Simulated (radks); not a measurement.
Results of a calculation; reference values are marked as such.
Problem. The silicon anion Si4-, [Ar], held by a Watson sphere: a shell of charge +4 at radius R that stands for the Madelung well of a crystal (potential energy -4/R inside, -4/r outside, in hartree with lengths in bohr). Level of theory: non-relativistic Kohn-Sham, LDA (Slater exchange, Perdew-Wang correlation), spin-polarised, spherical densities, point nucleus (a radial shooting solver on a logarithmic mesh with Libxc functionals). Response by self-consistent Sternheimer equations with the Hartree and adiabatic LDA kernel. The sphere does not respond.

R (bohr)  e(2p) (eV)  e(3s) (eV)  e(3p) (eV)  <r> 3p (bohr)  sum of <r^2> (bohr^2)  X-ray form factor at sin(theta)/lambda = 0.2 1/angstrom  alpha (bohr^3)
1.94         -93.365     -15.610      -8.121          2.360                  51.50                                                   10.348           32.16
2.05         -92.839     -15.165      -7.917          2.417                  53.73                                                   10.225           34.75
2.25         -92.266     -14.379      -7.532          2.524                  58.01                                                   10.025           40.20
3.03         -91.991     -11.811      -6.047          2.951                  76.82                                                    9.538           72.77
3.13         -92.028     -11.544      -5.872          3.006                  79.43                                                    9.507           78.57
3.3          -92.097     -11.121      -5.587          3.101                  83.98                                                    9.467           89.47
3.31         -92.101     -11.098      -5.570          3.106                  84.25                                                    9.465           90.16

Estimate the row for R = 3.88 bohr.

Solution. e(2p) (eV) -92.305; e(3s) (eV) -9.950; e(3p) (eV) -4.729; <r> 3p (bohr) 3.425; sum of <r^2> (bohr^2) 100.5; X-ray form factor at sin(theta)/lambda = 0.2 1/angstrom 9.428; alpha (bohr^3) 138.6.
